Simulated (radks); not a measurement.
Species: Br I. Configuration: [Ar] 3d10 4s2 4p4.5 5s0.5 (fractional occupations, a model configuration).

Method: scalar-relativistic Kohn-Sham, r2SCAN, spin-polarised, spherical densities, finite nucleus; open shells are filled with parallel spins first; meta-GGA in the generalised Kohn-Sham scheme; Fermi nuclear charge, rms radius 4.1629 fm; computed with a radial shooting solver on a logarithmic mesh with Libxc functionals.

Energy parts (Ry):
part                        energy
total                  -5213.40499
kinetic                 5326.34780
electron-nucleus      -12563.58241
Hartree                 2208.57680
exchange-correlation    -184.74718

Orbitals (lengths in bohr, moments of r in powers of bohr; r(90%) holds 90 % of the orbital's charge):
orbital  occ.  eigenvalue (Ry)   <1/r>  r(90%)      <r>
1s up       1        -981.6395   35.65  0.0765  0.04275
1s down     1        -981.6285   35.65  0.0765  0.04275
2s up       1        -128.6340   7.914   0.293   0.1893
2s down     1        -128.6320   7.914   0.293   0.1893
2p up       3        -113.3250   7.729   0.270   0.1654
2p down     3        -113.3169   7.729   0.270   0.1654
3s up       1        -18.18027   2.599   0.819   0.5502
3s down     1        -18.17081   2.598   0.819   0.5502
3p up       3        -13.28695   2.442   0.859   0.5634
3p down     3        -13.27558   2.442   0.859   0.5633
3d up       5         -5.22957   2.150   0.972   0.5907
3d down     5         -5.21376   2.153   0.968   0.5891
4s up       1         -1.78868  0.7959    2.47    1.663
4s down     1         -1.66541  0.7945    2.49    1.670
4p up       3         -0.82661  0.6510    3.08    2.017
4p down   1.5         -0.71132  0.6440    3.14    2.045
5s up     0.5         -0.11262  0.1922    9.73    6.486

The highest occupied level is 5s up at -1.532 eV. The density falls to 0.001 e/bohr^3 at r = 4.16 bohr. The spin density at the nucleus is 1.0162 e/bohr^3 (1s -0.2687, 2s 0.1559, 3s 0.3177, 4s -0.0491, 5s 0.8605). Summed over all electrons, <r^2> = 59.56 bohr^2, which gives a Langevin (diamagnetic) susceptibility term of -47.2 x 10^-6 cm^3/mol. Spin moment in Bohr magnetons: 2. The electron density at the nucleus is 4.495e+04 e/bohr^3 (large components only).
